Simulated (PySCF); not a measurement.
**Correlation energy of O⁺ (oxygen, charge +1)**

[He] 2s2 2p3, high-spin 4S determinant. All numbers are calculated (PySCF 2.14, scalar relativity by spin-free X2C-1e, in aug-cc-pVDZ-DK (4s3p2d, 23 functions)). Frozen: 1s2; 5 electrons correlated.

MP2 pair energies summed by pair of shells (mhartree):

```csv
pair,energy,share (%)
2s-2p,-47.73,66.1
2p-2p,-17.01,23.5
2s-2s,-7.51,10.4
```

Total MP2 correlation energy: -72.25 mhartree.

Same-spin part -20.04 and opposite-spin part -52.21 mhartree; SCS-MP2 scales them by 1/3 and 6/5 to -69.33 mhartree.

```tsv
level	correlation energy (mhartree)
CCSD	-88.22
(T)	-0.79
CCSD(T)	-89.01
```

Diagnostics: T1 = 0.0046, D1 = 0.0068, largest double amplitude 0.029.

**Question.** Is a single reference adequate?

**Answer.** Yes: T1 lies below 0.03 and no double amplitude reaches 0.07.
